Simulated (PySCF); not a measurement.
Löwdin shares of the frontier orbitals

C5H9ClOSi.
Geometry (GFN2-xTB, Å), atoms numbered from 1 in this order:
```xyz
17
C5H9ClOSi angstrom
O      0.5109    0.0231   -1.4836
C      0.7694   -0.1729   -0.3177
C      2.1164    0.0515    0.2492
C      3.0953    0.5343   -0.5124
Cl     4.6745    0.8294    0.0483
C     -0.2430   -0.6743    0.6828
C     -1.6217   -0.8762    0.0682
Si    -2.4666    0.7481   -0.4622
H      2.2709   -0.1820    1.2914
H      2.9310    0.7712   -1.5547
H     -0.2849    0.0404    1.5096
H      0.1440   -1.6138    1.0937
H     -2.2539   -1.3953    0.7911
H     -1.5238   -1.5354   -0.7951
H     -3.7957    0.4013   -0.9716
H     -1.7136    1.4922   -1.4618
H     -2.6162    1.5704    0.7476
```

Computed, not measured: PySCF 2.14.0, density-fitted response routines, TDDFT CAM-B3LYP/def2-SVPD, vertical, gas phase, core orbitals frozen in the response.

Kohn–Sham orbitals with the atoms that hold most of them (Löwdin shares over 4%, at most four atoms; ? is withheld):

```
orbital  ε (eV)                               atoms
 LUMO+2    1.51                     Cl5 75%, C4 16%
 LUMO+1    1.03      Si8 15%, C6 14%, H12 9%, C3 8%
   LUMO   -0.92      C4 26%, C2 20%, O1 17%, C3 16%
   HOMO   -9.12                                   ?
 HOMO-1   -9.23                                   ?
 HOMO-2  -10.10     C7 35%, Si8 24%, C6 11%, H12 5%
 HOMO-3  -10.80  Si8 29%, H17 20%, Cl5 18%, H16 15%
```

Which atoms hold the HOMO, and with what shares?

O1 (bonded to C) 54%; C2 (bonded to 2 C and O) 11%; C6 (bonded to 2 C and 2 H) 10%; C3 (bonded to 2 C and H) 10%. By element: oxygen 54%, carbon 30% or more.

Give the leading atoms of the HOMO-1.

Cl5 (bonded to C) 28%; C3 (bonded to 2 C and H) 27%; C4 (bonded to C, Cl and H) 21%; O1 (bonded to C) 12%. By element: carbon 48% or more, chlorine 28%, oxygen 12%.

How does S1 compare with the orbital gap of 8.21 eV?

S1 is at 3.91 eV (f = 0.0001), 4.30 eV below the gap, made of HOMO→LUMO (88%). Without the coupling terms of the response equations the lowest excitation would equal the gap.

One configuration dominates each of S1, S2 and S4. Which, and how do the shares of the two leading atoms of either orbital change from the occupied to the empty one?

- S1 (3.91 eV, f 0.0001), HOMO→LUMO (88%): O1 54% → 17%, C2 11% → 20%, C4 at most 10% → 26%
- S2 (5.53 eV, f 0.457), HOMO-1→LUMO (92%): Cl5 28% → at most 17%, C3 27% → 16%, C4 21% → 26%, C2 at most 12% → 20%
- S4 (6.59 eV, f 0.010), HOMO-2→LUMO (94%): C7 35% → at most 17%, Si8 24% → at most 17%, C4 at most 6% → 26%, C2 at most 6% → 20%

One conformer stands for the species.
